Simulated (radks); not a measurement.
The numbers below are computed, except where a source is named.
Question: Radial electron density D(r) = 4 pi r^2 rho(r) of an atom or ion with 42 electrons. Level of theory: non-relativistic Kohn-Sham, TPSS, spin-polarised, spherical densities, point nucleus; meta-GGA in the generalised Kohn-Sham scheme (a radial shooting solver on a logarithmic mesh with Libxc functionals).

```
   r/bohr * D(r) (the largest magnitude, 79.1, reaches the edge; | marks zero)
 0.001535 |*
 0.001773 | *
 0.002031 | *
 0.002327 |  *
 0.002666 |   *
 0.003055 |    *
   0.0035 |     *
 0.004009 |       *
  0.00463 |         *
 0.005305 |           *
 0.006078 |              *
 0.006963 |                 *
 0.007978 |                    *
  0.00914 |                        *
  0.01047 |                            *
  0.01209 |                                *
  0.01385 |                                   *
  0.01587 |                                      *
  0.01819 |                                        *
  0.02083 |                                          *
  0.02387 |                                          *
  0.02735 |                                         *
  0.03158 |                                       *
  0.03618 |                                     *
  0.04146 |                                    *
   0.0475 |                                     *
  0.05441 |                                       *
  0.06234 |                                           *
  0.07142 |                                                *
  0.08249 |                                                    *
   0.0945 |                                                      *
   0.1083 |                                                     *
    0.124 |                                                *
   0.1421 |                                           *
   0.1628 |                                      *
   0.1865 |                                     *
   0.2154 |                                       *
   0.2468 |                                           *
   0.2828 |                                            *
    0.324 |                                         *
   0.3712 |                                 *
   0.4252 |                        *
   0.4872 |                *
   0.5626 |            *
   0.6446 |            *
   0.7385 |             *
   0.8461 |             *
   0.9694 |           *
    1.111 |        *
    1.272 |     *
    1.469 |  *
    1.684 |*
    1.929 *
     2.21 *
    2.532 *
      2.9 *
    3.323 *
```

What is the nuclear charge?

Answer: Z = 49. The innermost maximum, from 1s, lies near 1/Z = 0.0204 bohr (found: 0.0226), and its height grows with Z. The density is that of the indium ion In7+ in [Kr] 4d6; the configuration itself is not fixed sharply by these data, and Z only to a few units. D(r) has 4 maxima, at r = 0.0226, 0.0960, 0.276, 0.787 bohr, and minima at 0.0428, 0.182, 0.605 bohr, inside which lie 2.01, 11.25, 29.00 electrons.
